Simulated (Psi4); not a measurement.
**Worked example: ideal-gas entropy of InPH4O (SMILES O[PH][InH2])**

A singlet with charge 0, relaxed at PBE-D3(BJ)/def2-SVP (density fitting, core potential) (Psi4 1.11):

```xyz
7

O    -1.8791    0.1088    0.1268
P    -0.6492   -0.3910   -0.9497
In    1.4082    0.3750    0.3429
H    -2.5959    0.4688   -0.4280
H    -0.4748   -1.7591   -0.4985
H     1.2314    1.6610    1.5149
H     2.9761   -0.3013   -0.0585
```

Harmonic wavenumbers in cm⁻¹: 118, 137, 173, 275, 331, 397, 564, 591, 746, 888, 1058, 1682, 1707, 2237, 3714.

Masses in u: O 15.999, P 30.974, In 114.818, H 1.008. Take T = 298.15 K, p = 1 bar, R = 8.3145 J/(mol K), kT/hc = 207.22 cm⁻¹, rigid rotor and harmonic oscillator.

Question: Work out S° at 298 K.

Answer: 
1. Translation (Sackur–Tetrode): S = R[3/2 ln M + 5/2 ln T − 1.1517] with M = 165.823 gives 172.6 J/(mol K).
2. Rotation: principal moments 34.396, 270.728, 299.843 u Å² give A, B, C = 0.4901, 0.0623, 0.0562 cm⁻¹; the symmetry number is σ = 1; q = (√π/σ)√((kT/hc)³/ABC) = 127634; S = R(ln q + 3/2) = 110.2.
3. Vibration: with u = ν̃/207.22, each mode gives R[u/(eᵘ − 1) − ln(1 − e⁻ᵘ)]; the sum is 57.1, most from 118 cm⁻¹ (13.1), 137 cm⁻¹ (11.9), 173 cm⁻¹ (10.1).
4. Spin and the two mirror images of this shape: R ln 2 = 5.8.
5. Sum: 172.6 + 110.2 + 57.1 + 5.8 = 345.7 J/(mol K).

No measured value is set beside it here. Where a soft mode is a torsion, a harmonic oscillator describes it poorly.
